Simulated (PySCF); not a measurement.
C₇H₁₃O (SMILES CC[CH]CCC(C)=O), doublet, geometry from GFN2-xTB. Base run: DF-SVWN5/6-31G (PySCF).

Here is a job for PySCF.
```python
from pyscf import gto, scf, dft

mol = gto.M(
    atom='''
C     3.769961   -0.037798   -0.257341
C     2.695692    0.754186    0.515954
C     1.496995   -0.065047    0.792347
C     0.356526   -0.147015   -0.140765
C    -0.993272    0.037091    0.575782
C    -2.167713   -0.228158   -0.340115
C    -3.465233    0.390819    0.120887
O    -2.079270   -0.877772   -1.350242
H     4.641592    0.586949   -0.437933
H     3.372796   -0.371515   -1.212511
H     4.077186   -0.910528    0.313446
H     3.141187    1.097967    1.454141
H     2.423093    1.629608   -0.079321
H     1.517618   -0.743153    1.629915
H     0.315502   -1.128461   -0.635074
H     0.452242    0.606528   -0.925193
H    -1.070693    1.038311    1.002647
H    -1.061267   -0.677885    1.400970
H    -4.300352   -0.026956   -0.434986
H    -3.424356    1.463525   -0.061471
H    -3.608122    0.233314    1.186806
''',
    basis='6-31g',
    charge=0,
    spin=1,
    verbose=4,
)

mf = dft.UKS(mol)
mf.xc = 'lda,vwn'
mf = mf.density_fit(auxbasis='def2-universal-jkfit')
mf.kernel()
```

Variants of this job, named by their change:

```
change                                                                            ΔE vs base (mEh)  SCF cycles  <S^2>        outcome
--------------------------------------------------------------------------------  ----------------  ----------  -----  -------------
base                                                                                         0.000          12  0.752      converged
conv_tol = 1e-6                                                                              0.000           9  0.752      converged
diis = off (with mf.max_cycle = 100)                                                             -         100      -  not converged
init_guess = atom                                                                            0.000          12  0.752      converged
diis = off; damp = 0.6 (with mf.diis_start_cycle = 200; with mf.max_cycle = 150)             0.000          23  0.752      converged
solver = newton; init_guess = 1e                                                             0.000           -  0.752      converged
conv_tol = 1e-4                                                                              0.011           7  0.752      converged
diis_space = 2                                                                               0.000          47  0.752      converged
conv_tol = 1e-11                                                                             0.000          14  0.752      converged
conv_tol = 1e-12                                                                             0.000          19  0.752      converged
level_shift = 0.3 (with mf.max_cycle = 100)                                                  0.000          18  0.752      converged
init_guess = sap                                                                             0.000          21  0.752      converged
conv_tol_grad = 1e-7                                                                         0.000          16  0.752      converged
```

Open shells are given as the SCF converged; they aren't shown to be the lowest states, and a large step between rows can be another state.
